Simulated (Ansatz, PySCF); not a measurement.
Al(Br)(Me)(NH2) (CH₅AlBrN), SMILES [CH3][Al]([NH2])[Br].

Geometry optimised at TPSSh-D3(BJ)/def2-SVP. The structure was generated by enumeration; whether it is a known compound was not checked. One conformer was computed; it need not be the lowest.

Vertical ionisation energy (IE) and electron affinity (EA) in eV. Rows of orbital energies are one-electron estimates. Where ΔSCF, EOM or ADC give a negative EA the extra electron is unbound and the value depends on the basis.

```
level                                                                        IE     EA
------------------------------------------------------------------------  -----  -----
−ε(HOMO), −ε(LUMO), r2SCAN/def2-TZVP (PySCF)                                  ?      ?
−ε(HOMO), −ε(LUMO), PBE/def2-TZVP (PySCF)                                  6.18   0.94
ΔSCF, CAM-B3LYP/def2-SVPD (Ansatz), final states of multiplicity 2 and 2  10.01  -0.62
ΔSCF, PBE/def2-SVPD (Ansatz), final states of multiplicity 2 and 2         9.41  -0.39
```

**Question.** Some entries are withheld; supply them. (The exact figures need the calculation; the answer reports its results.)

**Answer.** 
- −ε(HOMO), −ε(LUMO), r2SCAN/def2-TZVP (PySCF), IE: 6.49
- −ε(HOMO), −ε(LUMO), r2SCAN/def2-TZVP (PySCF), EA: 0.47

**Question.** What vertical singlet–triplet gap does ΔSCF give with CAM-B3LYP/def2-SVPD (Ansatz, a program for electronic structure) and with PBE/def2-SVPD (Ansatz)? (The exact figures need the calculation; the answer reports its results.)

**Answer.** 5.87 and 5.31 eV (triplet above singlet where positive).
